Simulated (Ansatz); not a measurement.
Start from `C[Si](C)([SiH3])Cl` and change one atom or group to get `C[Si]([AlH2])([SiH3])Cl`.

Ansatz, PBE0-D4/def2-TZVP geometries, multiplicity 1. 

```
                                        property  `C[Si](C)([SiH3])Cl`
size of the dipole moment (B3LYP/def2-TZVPP) / D                  2.00
  size of the dipole moment (PBE/def2-TZVPP) / D                  1.97
               HOMO energy (PBE/def2-TZVPP) / eV                 -6.58
           HOMO–LUMO gap (B3LYP/def2-TZVPP) / eV                  7.49
             LUMO energy (B3LYP/def2-TZVPP) / eV                 -0.06
         HOMO–LUMO gap (ωB97M-V/def2-TZVPP) / eV                 11.68
```

(1) Give the same properties after the change, and the shifts. (An estimate is asked.)

Results:

(1) Computed: 
```json
{"property": "size of the dipole moment (B3LYP/def2-TZVPP) / D", "`C[Si]([AlH2])([SiH3])Cl`": "1.97", "shift": "-0.03"}
{"property": "size of the dipole moment (PBE/def2-TZVPP) / D", "`C[Si]([AlH2])([SiH3])Cl`": "1.86", "shift": "-0.11"}
{"property": "HOMO energy (PBE/def2-TZVPP) / eV", "`C[Si]([AlH2])([SiH3])Cl`": "-6.03", "shift": "0.55"}
{"property": "HOMO–LUMO gap (B3LYP/def2-TZVPP) / eV", "`C[Si]([AlH2])([SiH3])Cl`": "4.57", "shift": "-2.92"}
{"property": "LUMO energy (B3LYP/def2-TZVPP) / eV", "`C[Si]([AlH2])([SiH3])Cl`": "-2.32", "shift": "-2.26"}
{"property": "HOMO–LUMO gap (ωB97M-V/def2-TZVPP) / eV", "`C[Si]([AlH2])([SiH3])Cl`": "8.50", "shift": "-3.18"}
```

With PBE0 the HOMO rises by 0.67 eV and the LUMO falls by 2.24 eV, so the gap narrows by about 2.91 eV. PBE moves the HOMO by 0.55 eV and ωB97M-V by 0.79 eV. Dipoles are sizes alone; their direction can turn.

B3LYP here is the variant with VWN-RPA as its local correlation; programs differ in this.
